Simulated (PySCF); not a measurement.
# Deuteron quadrupole couplings in `C=C[CH+]CC#CC`

C7H9 (charge +1).
Geometry (GFN2-xTB, Å), atoms numbered from 1 in this order:
```
atom  x, y, z in Å
C1    -1.793    1.014   -0.103
C2    -2.281   -0.254   -0.086
C3    -1.516   -1.414    0.096
C4    -0.093   -1.570    0.304
C5     0.818   -0.460    0.347
C6     1.682    0.383    0.402
C7     2.674    1.411    0.461
H8    -0.744    1.225    0.027
H9    -2.455    1.853   -0.249
H10   -3.345   -0.401   -0.222
H11   -2.064   -2.351    0.085
H12    0.268   -2.296   -0.448
H13    0.029   -2.163    1.230
H14    2.260    2.321    0.895
H15    3.033    1.635   -0.545
H16    3.519    1.076    1.061
```

Level: PBE0/pcSseg-1 (PySCF, non-relativistic); Q(2H) = 0.00286 b; rigid geometry, the same for H and D, with no vibrational averaging.

Question: Rank these positions by the coupling χzz of a deuteron there, largest first.
A. H13 (methylene hydrogen)
B. H11 (hydrogen on carbon)
C. H8 (hydrogen on carbon)
D. H15 (methyl hydrogen)

Answer: C (207 kHz), D (202 kHz), B (198 kHz), A (184 kHz).

Q: Tabulate Vzz, the asymmetry η and χzz = 234.96 MHz × Q × Vzz for every hydrogen position.

A: 
```
atom  bonded to  bond length (Å)  Vzz (au)     η  χzz (kHz)
  H8         C1            1.078    0.3074  0.01        207
  H9         C1            1.079    0.3133  0.03        211
 H10         C2            1.083    0.3054  0.09        205
 H11         C3            1.085    0.2950  0.00        198
 H12         C4            1.106    0.2742  0.06        184
 H13         C4            1.107    0.2737  0.06        184
 H14         C7            1.090    0.3045  0.04        205
 H15         C7            1.091    0.3011  0.03        202
 H16         C7            1.089    0.3035  0.03        204
```

Q: How does χzz go with the bond length over the 9 C–H bonds?

A: A straight-line fit has a slope of -8.5 kHz for each 0.01 Å, with a correlation coefficient of -0.93, over lengths from 1.078 to 1.107 Å. The longer bonds have the smaller couplings here.

Isolated species at its GFN2-xTB geometry (one conformer only). GFN2-xTB bond lengths can be off by several hundredths of an ångström, more for odd bonds, and the gradients follow them. With a basis this small, the couplings can be 20 % off.
